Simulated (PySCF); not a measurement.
Predicted microwave data (PBE0-D3(BJ)/def2-SVP geometry optimisation, gas phase in PySCF 2.14.0) for one isomer of C7H5NS:

- Rotational constants: A = 3231, B = 1318, C = 936.0 MHz
- Dipole components: |μa| = 1.99 D, |μb| = 1.88 D, |μc| = 0.00 D
- Inertial defect: 0.00 u·Å²
- κ: -0.67

**Question.** Which candidate fits, each taken in the one conformer that was computed?
A. `[N:1]#[C:2][S:3][c:4]1[cH:5][cH:6][cH:7][cH:8][cH:9]1` with C2–S3–C4–C5 -94°
B. `[S:1]=[C:2]=[N:3][c:4]1[cH:5][cH:6][cH:7][cH:8][cH:9]1` with C2–N3–C4–C5 180° (phenyl isothiocyanate)
C. `c1cc2ccsc2cn1`

**Answer.** C. It is c1cc2ccsc2cn1, an asymmetric top, point group Cs. The candidates at the same level (rigid rotor, commonest isotopes):

| SMILES | A (MHz) | B (MHz) | C (MHz) | μa (D) | μb (D) | μc (D) | Δ (u·Å²) | point group | rotor |
| --- | --- | --- | --- | --- | --- | --- | --- | --- | --- |
| c1cc2ccsc2cn1 | 3231 | 1318 | 936.0 | 1.99 | 1.88 | 0.00 | 0.00 | Cs | asymmetric top |
| S=C=Nc1ccccc1 | 5571 | 602.0 | 543.3 | 3.11 | 0.14 | 0.00 | 0.00 | Cs | near-prolate asymmetric top |
| N#CSc1ccccc1 | 3150 | 857.1 | 829.9 | 4.26 | 0.35 | 1.71 | -141.14 | near Cs | near-prolate asymmetric top |

`S=C=Nc1ccccc1` has A 72 % too high; `N#CSc1ccccc1` has B 35 % too low. In the right answer the mirror of this Cs structure is the ab plane, so μc vanishes by symmetry. No structure here is proved a minimum.
